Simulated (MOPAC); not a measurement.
A run for MOPAC: PM7 on TeW, 2S+1 = 5, a spin state set in the input, which need not be the lowest, a point of a bond scan (R = 2.378 Å).

```
PM7 1SCF PRECISE CHARGE=0 UHF MS=2 THREADS=1
TeW

W      0.00000000 1     0.00000000 1     0.00000000 1
Te     0.00000000 1     0.00000000 1     2.37845500 1
```

Program output:

```
*******************************************************************************
 **                                                                           **
 **                              MOPAC v23.2.5                                **
 **                                                                           **
 *******************************************************************************
 ** MOPAC's Digital Object Identifier: https://doi.org/10.5281/zenodo.6511958 **
 **                                                                           **
 ** Please cite the open-source release paper for use of this MOPAC version:  **
 ** J. E. Moussa and J. J. P. Stewart (2026)                                  **
 ** MOPAC: An open-source semiempirical molecular orbital program             **
 ** J. Open Source Softw., 11(119), 8025, https://doi.org/10.21105/joss.08025 **
 *******************************************************************************

                              PM7 CALCULATION RESULTS

 *******************************************************************************
 *  PM7        - The PM7 Hamiltonian to be used
 *  UHF        - UNRESTRICTED HARTREE-FOCK CALCULATION
 *
 *
 *
 *                 CHARGE ON SYSTEM = 0
 *
 *
 *
 *  MS=        - IN MECI, MAGNETIC COMPONENT OF SPIN =  2.0
 *  PRECISE    - TIGHTER CRITERIA TO BE USED
 *  1SCF       - DO 1 SCF AND THEN STOP
 *  THREADS=1  - MULTI-THREADING NOT USED
 *  T=         - A TIME OF 172800.0 SECONDS REQUESTED
 *  DUMP=N     - RESTART FILE WRITTEN EVERY 7200.0 SECONDS REQUESTED
 *******************************************************************************
PM7 1SCF PRECISE CHARGE=0 UHF MS=2 THREADS=1
 TeW

   ATOM   CHEMICAL          X               Y               Z
  NUMBER   SYMBOL      (ANGSTROMS)     (ANGSTROMS)     (ANGSTROMS)

     1       W          0.00000000  *   0.00000000  *   0.00000000  *
     2      Te          0.00000000  *   0.00000000  *   2.37845500  *



          CARTESIAN COORDINATES

    NO.       ATOM           X           Y           Z

     1         W          0.0000      0.0000      0.0000
     2        Te          0.0000      0.0000      2.3785

 General Reference for PM7:
 "Optimization of Parameters for Semiempirical Methods VI: More Modifications to the
 NDDO Approximations and Re-optimization of Parameters", J. J. P. Stewart, J. Mol. Mod., 1:32, 19 (2013)
 https://link.springer.com/article/10.1007/s00894-012-1667-x

           Empirical Formula: W Te  =     2 atoms



      MOLECULAR POINT GROUP   :   C*v


          UHF CALCULATION, NO. OF ALPHA ELECTRONS =    8
                           NO. OF BETA  ELECTRONS =    4

 -------------------------------------------------------------------------------
 PM7 1SCF PRECISE CHARGE=0 UHF MS=2 THREADS=1
 TeW



     1SCF WAS SPECIFIED, SO BFGS WAS NOT USED
     SCF FIELD WAS ACHIEVED


                              PM7 CALCULATION
                                                       MOPAC v23.2.5 Linux




          FINAL HEAT OF FORMATION =         54.51861 KCAL/MOL =     228.10588 KJ/MOL


          COSMO AREA              =        114.46 SQUARE ANGSTROMS
          COSMO VOLUME            =        108.23 CUBIC ANGSTROMS

          IONIZATION POTENTIAL    =          7.430182 EV
          ALPHA SOMO LUMO (EV)    =         -7.430 -0.607
          BETA  SOMO LUMO (EV)    =         -8.322  1.309
          NO. OF ALPHA ELECTRONS  =          8
          NO. OF BETA  ELECTRONS  =          4
          MOLECULAR WEIGHT        =        311.4500         POINT GROUP:  C*v

          MOLECULAR DIMENSIONS (Angstroms)

            Atom       Atom       Distance
           Te     2    W     1     2.37846
           Te     2    W     1     0.00000
            W     1   Te     2     0.00000


          SCF CALCULATIONS        =          1





   ATOM   CHEMICAL          X               Y               Z
  NUMBER   SYMBOL      (ANGSTROMS)     (ANGSTROMS)     (ANGSTROMS)

     1       W          0.00000000  *   0.00000000  *   0.00000000  *
     2      Te          0.00000000  *   0.00000000  *   2.37845500  *

                             CARTESIAN COORDINATES

   1    W        0.000000000     0.000000000     0.000000000
   2   Te        0.000000000     0.000000000     2.378455000


           Empirical Formula: W Te  =     2 atoms



      MOLECULAR POINT GROUP   :   C*v


          ALPHA EIGENVALUES
 -49.56562 -12.14189 -11.37187 -11.37187 -10.72879 -10.72879  -7.43018  -7.43018
  -0.60660   2.91325   2.91325   3.13110  12.32301


           BETA EIGENVALUES
 -49.28772 -11.59815  -8.32221  -8.32221   1.30881   1.30881   1.42119   1.42119
   1.50045   6.57041   6.71529   6.71529  13.87419


              NET ATOMIC CHARGES AND DIPOLE CONTRIBUTIONS

  ATOM NO.   TYPE          CHARGE      No. of ELECS.   s-Pop       p-Pop       d-Pop
    1          W           0.552221        5.4478     0.56439     0.50455     4.37885
    2         Te          -0.552221        6.5522     1.70951     4.84271
 DIPOLE           X         Y         Z       TOTAL
 POINT-CHG.     0.000     0.000    -6.309     6.309
 HYBRID        -0.000     0.000    -0.212     0.212
 SUM           -0.000     0.000    -6.521     6.521


          ATOMIC ORBITAL ELECTRON POPULATIONS

     Atom    s        px        py        pz      x^2-y^2     xz        z^2       yz        xy
    1  W   0.56439   0.16446   0.16446   0.17563   1.00000   1.12225   0.13434   1.12225   1.00000
    2 Te   1.70951   1.71329   1.71329   1.41612


                    (SZ)    =    2.000000
                    (S**2)  =    6.036415


          ATOMIC ORBITAL SPIN POPULATIONS

    Atom   Total    s     px     py     pz   x^2-y^2  xz     z^2    yz     xy
         Atomic
    1  W  3.9309  0.138  0.116  0.116  0.002  1.000  0.778  0.003  0.778  1.000
    2 Te  0.0691 -0.014  0.106  0.106 -0.129

 **********************
 *                    *
 * JOB ENDED NORMALLY *
 *                    *
 **********************




 == MOPAC DONE ==
```

The run finished.

Cost: about 0.03 core-seconds (a rough figure).
